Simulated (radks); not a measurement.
Charge is removed step by step from the 3p3/2 level of neutral silver, starting from [Ne] 3s2 3p(1/2: 2, 3/2: 4) 3d10 4s2 4p6 4d10 5s1. All-electron calculation, Dirac Kohn-Sham, PBEsol, spin-unpolarised, spherical densities, point nucleus. Program: a radial shooting solver on a logarithmic mesh with Libxc functionals.

removed (e) = 0: E - E(0) (eV) 0.000; eigenvalue (eV) -547.13; E minus straight line (eV) 0.000
removed (e) = 0.125: E - E(0) (eV) 68.637; eigenvalue (eV) -551.07; E minus straight line (eV) -1.786
removed (e) = 0.25: E - E(0) (eV) 137.77; eigenvalue (eV) -555.07; E minus straight line (eV) -3.076
removed (e) = 0.375: E - E(0) (eV) 207.41; eigenvalue (eV) -559.13; E minus straight line (eV) -3.862
removed (e) = 0.5: E - E(0) (eV) 277.56; eigenvalue (eV) -563.25; E minus straight line (eV) -4.137
removed (e) = 0.625: E - E(0) (eV) 348.22; eigenvalue (eV) -567.41; E minus straight line (eV) -3.895
removed (e) = 0.75: E - E(0) (eV) 419.41; eigenvalue (eV) -571.63; E minus straight line (eV) -3.129
removed (e) = 0.875: E - E(0) (eV) 491.13; eigenvalue (eV) -575.89; E minus straight line (eV) -1.832
removed (e) = 1: E - E(0) (eV) 563.39; eigenvalue (eV) -580.21; E minus straight line (eV) 0.000

Removing the whole electron costs 563.39 eV by Delta-SCF, against 547.13 eV from minus the eigenvalue at the starting occupation. Slater's transition state (half an electron removed) gives 563.25 eV. Integrating minus the eigenvalue over the occupation (Janak's theorem) gives 563.39 eV. The mean slope of the eigenvalue, de/dn, is 33.1 eV per electron.
